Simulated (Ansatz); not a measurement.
GaSi₄⁺. Charge 1, multiplicity 3. Geometry B3LYP-D4/def2-SVP, that of the neutral doublet.

```xyz
5

Ga    1.873    0.897    1.531
Si   -0.195   -1.036    0.477
Si   -2.391   -0.472    0.088
Si    1.472    0.023   -0.886
Si   -0.759    0.589   -1.211
```

At PBE0-D4/def2-TZVP a singlet of charge 1 lies 0.57 eV below the triplet at the same geometry. The structure comes from a short search, and lower isomers may exist.

Q: Estimate the α-spin orbital energies around the gap (eV) in Ansatz with PBE-D4/def2-TZVP, r2SCAN-D4/def2-TZVP, PBE0-D4/def2-TZVP.

A: 
| orbital | PBE-D4/def2-TZVP | r2SCAN-D4/def2-TZVP | PBE0-D4/def2-TZVP |
| --- | --- | --- | --- |
| HOMO−5 | -13.17 | -13.50 | -14.35 |
| HOMO−4 | -11.13 | -11.36 | -11.97 |
| HOMO−3 | -10.90 | -11.14 | -11.75 |
| HOMO−2 | -10.69 | -11.04 | -11.68 |
| HOMO−1 | -10.30 | -10.47 | -11.10 |
| HOMO | -9.45 | -9.75 | -10.24 |
| LUMO | -8.05 | -8.00 | -7.38 |
| LUMO+1 | -7.83 | -7.75 | -7.14 |
| LUMO+2 | -7.18 | -7.13 | -6.50 |
| LUMO+3 | -6.92 | -6.80 | -6.18 |
| LUMO+4 | -5.81 | -5.60 | -5.01 |
| LUMO+5 | -5.26 | -5.05 | -4.43 |
| β HOMO | -10.18 | -10.36 | -10.98 |
| β LUMO | -9.78 | -9.71 | -9.14 |
